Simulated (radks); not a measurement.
Fractional charge and spin in the 6s shell of dysprosium: the spin-up occupation runs from 0 to 1 and the spin-down occupation from 0 to 1; the fullest corner is Dy, [Xe] 4f(up 5, down 5) 6s(up 1, down 1). All-electron calculation, scalar-relativistic Kohn-Sham, BLYP, spin-polarised, spherical densities, point nucleus. Program: a radial shooting solver on a logarithmic mesh with Libxc functionals. Energy (eV) above the fullest corner. The planes named below are the two flat planes that join the four corners, with an edge along up + down = one added electron.

down \ up,0,0.25,0.5,0.75,1
0,17.997,14.483,11.327,8.524,6.068
0.25,14.483,11.356,8.587,6.162,4.077
0.5,11.327,8.587,6.193,4.137,2.409
0.75,8.524,6.162,4.137,2.437,1.053
1,6.068,4.077,2.409,1.053,0.000

Corners above the fullest one (they belong to Dy+ and the next ion): (up 1, down 0) 6.068 eV, (up 0, down 1) 6.068 eV, (up 0, down 0) 17.997 eV. With half an added electron in each spin the energy lies 0.125 eV from the planes, and with half an added electron in spin up alone -0.705 eV. The planes are only a guide here: the flat-plane condition holds for ground states with one frontier orbital, while this shell lies below other occupied shells, so the corners above the fullest one are inner-hole states and not the ground states of those ions.
